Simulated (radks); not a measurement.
Q: All-electron atom: Cs48+ in [He] 2s2 2p3. Method: non-relativistic Kohn-Sham, exchange-only LDA, spin-polarised, spherical densities, point nucleus; open shells are filled with parallel spins first (spin-orbit coupling, left out, can overturn this in heavy ions); relativity is left out, which matters for an element this heavy; computed with a radial shooting solver on a logarithmic mesh with Libxc functionals. Some entries of the table are withheld. Estimate them.

orbital  occ.  eigenvalue (eV)  <1/r> (bohr^-1)  <r> (bohr)
1s up       1              (1)            54.50     0.02759
1s down     1              (2)            54.54     0.02757
2s up       1        -8761.920            13.09         (3)
2s down     1        -8697.824            13.03         (4)
2p up       3        -8581.400            13.04     0.09630
2p down     0        -8502.082            13.00     0.09669

A: 
(1) 1s up eigenvalue (eV): -38253.70
(2) 1s down eigenvalue (eV): -38210.51
(3) 2s up <r> (bohr): 0.1140
(4) 2s down <r> (bohr): 0.1144
